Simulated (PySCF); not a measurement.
Assigning NMR signals

Molfile (atoms numbered from 1):
```
C7H12O
     RDKit          3D

 20 19  0  0  0  0  0  0  0  0999 V2000
    2.9503   -0.4367    0.2449 C   0  0  0  0  0  0  0  0  0  0  0  0
    1.6530   -0.2378    0.4931 C   0  0  0  0  0  0  0  0  0  0  0  0
    0.6266   -0.5132   -0.5591 C   0  0  0  0  0  0  0  0  0  0  0  0
    0.9581   -0.8957   -1.6595 O   0  0  0  0  0  0  0  0  0  0  0  0
   -0.8453   -0.2899   -0.1941 C   0  0  0  0  0  0  0  0  0  0  0  0
   -1.0424    1.1885    0.1682 C   0  0  0  0  0  0  0  0  0  0  0  0
   -1.2072   -1.1779    1.0038 C   0  0  0  0  0  0  0  0  0  0  0  0
   -1.7159   -0.6526   -1.3924 C   0  0  0  0  0  0  0  0  0  0  0  0
    3.2545   -0.8037   -0.7402 H   0  0  0  0  0  0  0  0  0  0  0  0
    3.7213   -0.2450    0.9949 H   0  0  0  0  0  0  0  0  0  0  0  0
    1.3234    0.1268    1.4694 H   0  0  0  0  0  0  0  0  0  0  0  0
   -0.4533    1.4867    1.0485 H   0  0  0  0  0  0  0  0  0  0  0  0
   -2.1027    1.3766    0.3995 H   0  0  0  0  0  0  0  0  0  0  0  0
   -0.7587    1.8439   -0.6696 H   0  0  0  0  0  0  0  0  0  0  0  0
   -2.2712   -1.0457    1.2558 H   0  0  0  0  0  0  0  0  0  0  0  0
   -1.0454   -2.2422    0.7732 H   0  0  0  0  0  0  0  0  0  0  0  0
   -0.6221   -0.9317    1.9024 H   0  0  0  0  0  0  0  0  0  0  0  0
   -2.7782   -0.4920   -1.1526 H   0  0  0  0  0  0  0  0  0  0  0  0
   -1.4568   -0.0417   -2.2684 H   0  0  0  0  0  0  0  0  0  0  0  0
   -1.5761   -1.7049   -1.6779 H   0  0  0  0  0  0  0  0  0  0  0  0
  1  2  2  0
  2  3  1  0
  3  4  2  0
  3  5  1  0
  5  6  1  0
  5  7  1  0
  5  8  1  0
  1  9  1  0
  1 10  1  0
  2 11  1  0
  6 12  1  0
  6 13  1  0
  6 14  1  0
  7 15  1  0
  7 16  1  0
  7 17  1  0
  8 18  1  0
  8 19  1  0
  8 20  1  0
M  END
```

All values are calculated (PySCF 2.14): structure optimised with PBE0-D3(BJ)/def2-SVP, shieldings: GIAO PBE/pcSseg-1. Non-relativistic, averaged over atoms made equivalent by symmetry, fast rotation or ring inversion, a single conformation, gas phase.

Chemical shifts δ = σref − σ; $^{13}$C (σ = 180.03 ppm), $^{1}$H (σ = 31.20 ppm) against TMS, all at this level.

Q: Assign these signals to the numbered atoms. $^{13}$C{$^{1}$H} NMR (computed): δ 203.5 (C), 135.7 (CH2), 135.0 (CH), 46.2 (C), 28.0 (CH3).

A: 
```tsv
δ (ppm)	atoms	environment	reason
203.5	C3	ketone carbonyl carbon	low-lying n→π* states of the double bond to the heteroatom give a large paramagnetic term (-274 ppm)
135.7	C1	β carbon of a C=C–C=O unit	conjugation with the carbonyl draws π density from the β position
135.0	C2	α carbon of a C=C–C=O unit	the olefinic region
46.2	C5	quaternary sp3 carbon α to a carbonyl	the adjacent C=O deshields it moderately
28.0	C6/C7/C8	methyl carbon	a saturated carbon with 1 carbon neighbour and no heteroatom attached
```

C1 and C2 lie closer than the usual error of such a calculation, so a measured spectrum could show them in the other order.

Q: Assign these signals to the numbered atoms. $^{1}$H NMR (400 MHz, computed): δ 6.93 (m, 1H), 6.90 (m, 1H), 5.87 (m, 1H), 1.09 (s, 9H).

A: 
6.93 → H11, hydrogen on an α carbon of a C=C–C=O unit: a vinylic proton, deshielded by the sp2 carbon and the C=C anisotropy
6.90 → H9, hydrogen on a β carbon of a C=C–C=O unit: attached to an sp2 carbon and in the plane of the double bond
5.87 → H10, hydrogen on a β carbon of a C=C–C=O unit
1.09 → H12/H13/H14/H15/H16/H17/H18/H19/H20, hydrogen on a methyl carbon

H11 and H9 lie closer than the usual error of such a calculation, so a measured spectrum could show them in the other order.

Shifts are as computed. Against solution values, carbons near 30 ppm lie about +2 ppm off and those near 130 ppm about +2 ppm. Of 1211 compounds with measured shifts, 218 miss one by over three times the rms of a fit or turn the order of signals round; such compounds aren't used in these exercises. No couplings were computed; multiplicities are counted from neighbouring protons, with m where these are inequivalent, close in shift, in a saturated or five-membered ring or joined by F or P, and br s for small geminal =CH2 splittings.
